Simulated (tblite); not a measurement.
Species: C9H8O2S.
Atom-mapped SMILES: `[CH3:1][S:2](=[O:3])(=[O:4])[c:5]1[cH:6][cH:7][c:8]2[c:9]([cH:10]1)[CH:11]=[CH:12]2` (hydrogens: H13, H14, H15 on C1; H16 on C6; H17 on C7; H18 on C10; H19 on C11; H20 on C12)

The geometry is computed with GFN2-xTB (gas phase).

List the bond lengths, angles and torsions at this level.

| bond | length (pm) |
| --- | --- |
| C1–S2 | 182.0 |
| S2=O3, S2=O4 | 143.8 |
| S2–C5 | 179.2 |
| C5–C6 | 136.3 |
| C6–C7 | 142.3 |
| C7–C8 | 135.2 |
| C8–C9 | 142.7 |
| C9–C10 | 135.1 |
| C9–C11 | 150.8 |
| C11=C12 | 134.2 |
| C5–C10 | 142.0 |
| C8–C12 | 150.6 |
| C1–H13, C1–H14, C1–H15 | 108.2 |
| C6–H16 | 107.9 |
| C7–H17 | 107.8 |
| C10–H18 | 107.8 |
| C11–H19 | 107.2 |
| C12–H20 | 107.2 |

Bonds in one row agree within 1 pm and their mean is given. A selection of angles:
| angle | degrees |
| --- | --- |
| C1–S2–O3 | 108.0 |
| C1–S2–C5 | 103.1 |
| O3–S2–O4 | 118.3 |
| O3–S2–C5 | 109.1 |
| S2–C5–C6 | 118.7 |
| S2–C5–C10 | 117.6 |
| C6–C5–C10 | 123.7 |
| C5–C6–C7 | 121.4 |
| C6–C7–C8 | 114.9 |
| C7–C8–C9 | 123.1 |
| C7–C8–C12 | 148.5 |
| C9–C8–C12 | 88.4 |
| C8–C9–C10 | 122.6 |
| C8–C9–C11 | 88.4 |
| C10–C9–C11 | 149.0 |
| C5–C10–C9 | 114.3 |
| C9–C11–C12 | 91.6 |
| C8–C12–C11 | 91.6 |

Dihedral angles: C1–S2–C5–C6 -95° (anticlinal); C8–C9–C11–C12 0° (synperiplanar); C9–C11–C12–C8 0° (synperiplanar); C7–C8–C12–C11 -179° (antiperiplanar). The mirror-image conformer, all signs reversed, is as good.

The C–S distances run from 1.792 Å (S2–C5, drawn single) to 1.820 Å (C1–S2, drawn single), a spread of 0.028 Å. Of the pairs four or more bonds apart, O4···H16 is among the closest relative to their van der Waals radii: 2.51 Å, 92 % of the sum of Bondi's values. S2 (sulfonyl sulfur) is distorted tetrahedral (angles from 103.1° to 118.3°). The C–C distances run from 1.342 Å (C11=C12, drawn double) to 1.508 Å (C9–C11, drawn single), a spread of 0.166 Å. The 4-membered ring C8–C9–C11–C12 has internal angles of 88.4° to 91.6° (sum 360°, against 360° for a flat polygon); it is planar, 0.00 Å rms from its mean plane, widest ring torsion 0°. The 6-membered ring C5–C6–C7–C8–C9–C10 has internal angles of 114.3° to 123.7°; it is planar, 0.00 Å rms from its mean plane, widest ring torsion 1°.

Point group: C1 (no symmetry element, even within 0.4 Å). Its GFN2-xTB frequencies are all real (lowest 31 cm⁻¹). One conformer, not necessarily the lowest.
